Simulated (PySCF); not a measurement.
5-methoxy-3,4-dihydro-2H-pyrrole, C5H9NO.
Numbering: `[CH3:1][O:2][C:3]1=[N:4][CH2:5][CH2:6][CH2:7]1` (hydrogens: H8, H9, H10 on C1; H11, H12 on C5; H13, H14 on C6; H15, H16 on C7)

Geometry (PBE0-D3(BJ)/def2-SVP, Å), atoms numbered from 1 in this order:
```
atom  x, y, z in Å
C1     2.308   -1.066   -0.892
O2     1.201   -1.337   -0.055
C3     0.273   -0.389    0.004
N4     0.326    0.718   -0.618
C5    -0.893    1.452   -0.323
C6    -1.549    0.756    0.889
C7    -0.956   -0.653    0.832
H8     2.956   -1.950   -0.848
H9     1.981   -0.880   -1.926
H10    2.851   -0.174   -0.545
H11   -1.551    1.434   -1.212
H12   -0.669    2.513   -0.130
H13   -2.648    0.775    0.865
H14   -1.233    1.254    1.818
H15   -0.717   -1.098    1.809
H16   -1.600   -1.372    0.297
```

The calculation used core-valence-separated Tamm–Dancoff BHandHLYP/aug-pcX-1 (pcseg-1 on H) in PySCF, non-relativistic, gas phase, PBE0-D3(BJ)/def2-SVP geometry. BHandHLYP without relativity tends to put these K edges a few eV too low, so spacings mean more than positions.

The lowest roots of each edge with f over 0.003 (five at most, numbered afresh; weaker and dark ones are left out), with transition dipoles (au) in the frame of the coordinates:

```csv
root,edge,E (eV),f,μx,μy,μz
1,C,284.88,0.0776,0.0492,0.0438,0.0823
2,C,285.56,0.0141,0.0275,-0.0163,-0.0315
3,C,285.80,0.0132,-0.0191,-0.0389,-0.0020
4,C,285.99,0.0071,0.0113,0.0149,-0.0259
5,C,286.00,0.0365,-0.0490,-0.0183,-0.0498
6,N,397.00,0.0536,0.0353,0.0307,0.0576
7,N,401.73,0.0060,-0.0177,0.0171,0.0020
8,O,533.81,0.0185,-0.0177,-0.0163,-0.0289
9,O,534.55,0.0126,0.0225,0.0086,-0.0195
10,O,534.79,0.0114,0.0210,0.0103,-0.0179
11,O,536.25,0.0073,-0.0204,0.0086,0.0078
```

Question: Molecules are fixed in this frame and the field points along (1, 0, −1)/√2. What effective strengths 3 f cos²θ do the roots have (θ between field and μ)?

Answer: root 1 (C3): 0.011, root 2 (C6): 0.037, root 3 (C7): 0.003, root 4 (C6 + C7): 0.015, root 5 (C6 + C7): 0.000, root 6 (N4): 0.007, root 7 (N4): 0.006, root 8 (O2): 0.002, root 9 (O2): 0.035, root 10 (O2): 0.030, root 11 (O2): 0.016. Averaged over all orientations cos²θ is 1/3, which gives f back.

One conformer stands for the species.
